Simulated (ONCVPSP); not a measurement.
## Ti (Z = 22): excitation energies, all-electron against ONCV

* Element: titanium (Ti)
* Generator: ONCVPSP 4.0.1
* Type: optimised norm-conserving Vanderbilt (ONCV)
* Functional: LDA (Perdew-Wang 92)
* Relativity: scalar-relativistic
* Frozen core: [Ne]
* Valence charge: 12
* Reference configuration: 3s2 3p6 3d2.5 4s1.5
* Partial waves: 3s+4s: rc 1.90 bohr, ncon 4, nbas 7, qcut 5.8 1/bohr, 3 projectors, debl 0.4 Ha; 3p: rc 1.65 bohr, ncon 3, nbas 6, qcut 9.4 1/bohr, 2 projectors, debl 2.6 Ha; 3d: rc 1.55 bohr, ncon 4, nbas 8, qcut 12.1 1/bohr, 2 projectors, debl 0.5 Ha
* Local potential: polynomial inside 1.15 bohr (lpopt 1, dvloc0 4 Ha)
* Core correction: Teter function, fcfact 3.75, rcfact 1.15

Energies are relative to the spin-unpolarised reference configuration 3s2 3p6 3d2.5 4s1.5; without spin polarisation the order of configurations can differ from experiment.

Question: Give the all-electron excitation energy and the error of the potential for: 3s2 3p6 3d2 4s2; 3s2 3p6 3d2 4s1; 3s2 3p6 3d2 4s0; 3s2 3p6 3d3 4s1.

Answer:

```
valence configuration  charge  ΔE all-electron (eV)  error AE − PS (meV)
      3s2 3p6 3d2 4s2       0                -0.320                 +2.8
      3s2 3p6 3d2 4s1      +1                 7.209                 +1.0
      3s2 3p6 3d2 4s0      +2                21.002                 -1.8
      3s2 3p6 3d3 4s1       0                 0.733                 +0.2
```

Note: ghosts flagged at negative energy: s at -20.2 eV; GHOST(+) flags only above 600 eV. A true bound ghost makes a file unfit for plane-wave use.
